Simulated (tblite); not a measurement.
Species: C7H14FNSi.
Cartesian coordinates in Å at the GFN2-xTB level; atoms count from 1:
```xyz
24
C7H14FNSi angstrom
C      2.9866    1.3992   -0.6855
C      2.2379    0.3383   -0.4338
F      2.0612   -0.5719   -1.4237
Si     1.3542   -0.1030    1.1834
C      1.0590   -1.9791    1.3816
C     -0.4003   -1.8175    0.9105
C     -0.5597   -0.2883    1.0578
N     -1.2602    0.3504   -0.0374
C     -1.1298    1.7885    0.0108
C     -2.6543   -0.0423   -0.0819
H      3.1511    2.1341    0.0792
H      3.4482    1.5620   -1.6449
H      1.9159    0.7163    2.2613
H      1.6435   -2.6621    0.7707
H      1.1168   -2.3244    2.4118
H     -1.1173   -2.4011    1.4872
H     -0.4907   -2.0857   -0.1405
H     -1.0440   -0.0512    2.0248
H     -1.6339    2.2207   -0.8530
H     -0.0737    2.0555   -0.0307
H     -1.5641    2.2262    0.9252
H     -3.2147    0.2902    0.8080
H     -2.7238   -1.1257   -0.1493
H     -3.1196    0.3908   -0.9670
```

Computed values, GFN2-xTB/tblite, gas phase, harmonic and unscaled. The method is semi-empirical: single wavenumbers can be off by several per cent or more. Modes of hydrogen on silicon can be 10 to 20 % off. One conformer, not necessarily the lowest.

Harmonic wavenumbers (cm⁻¹): 30.4, 46.5, 63.7, 96.9, 137.8, 182.4, 217.5, 225.3, 254.5, 294.1, 333.6, 374.5, 388.6, 425.4, 459.2, 520.4, 535.0, 617.6, 624.6, 683.5, 727.7, 749.3, 768.0, 883.1, 899.9, 926.3, 928.1, 987.6, 1028.4, 1037.5, 1066.5, 1083.0, 1090.2, 1143.1, 1167.5, 1170.2, 1204.1, 1220.8, 1228.7, 1265.1, 1276.7, 1314.5, 1370.4, 1411.2, 1423.6, 1463.5, 1483.2, 1486.0, 1490.0, 1495.4, 1498.4, 1667.5, 2242.4, 2744.3, 2825.2, 2835.4, 2983.2, 2999.0, 3004.1, 3004.8, 3009.2, 3015.4, 3022.2, 3034.1, 3107.7, 3161.6.

A = 1484, B = 873.5, C = 698.4 MHz; mass 159.088 u (most abundant isotopes); point group C1, symmetry number 1.

Problem. What is the zero-point energy?

Solution. ½Σν̃ = 42728 cm⁻¹ = 122.17 kcal/mol.

Problem. Entropy at 500 K, 1 bar (ideal gas, RRHO, classical rotation)?

Solution. Translation 43.70, rotation 31.79, vibration 66.89: S = 142.4 cal/(mol K).

Problem. And Cp and H(500 K) − H(0)?

Solution. Cp = 71.51 cal/(mol K), of which vibrations give 63.56 (their classical limit is 66 R = 131.2); H(500 K) − H(0) = 20.67 kcal/mol without the zero-point energy, 16.69 from vibrations.

Problem. Which modes carry the vibrational entropy at 500 K?

Solution. 30.4 cm⁻¹: 6.83; 46.5 cm⁻¹: 5.99; 63.7 cm⁻¹: 5.36; 96.9 cm⁻¹: 4.53; 137.8 cm⁻¹: 3.84; 182.4 cm⁻¹: 3.29 cal/(mol K); the other 60 give 37.05 together.

Problem. Blend soft modes into free rotors: weight 1/[1 + (100 cm⁻¹/ν̃)⁴] for the oscillator and the rest for a rotor with moment μB/(μ + B), μ = h/(8π²ν), B = 10⁻⁴⁴ kg m². What vibrational entropy results?

Solution. 60.69 cal/(mol K) in place of 66.89, which changes −T·S at 500 K by +3.10 kcal/mol.

Hindered rotation and anharmonicity are outside this model. Other conformers, if any are populated, would add a mixing term that is left out. The structure is chiral; the term R ln 2 for an equal mix with its mirror image is left out.
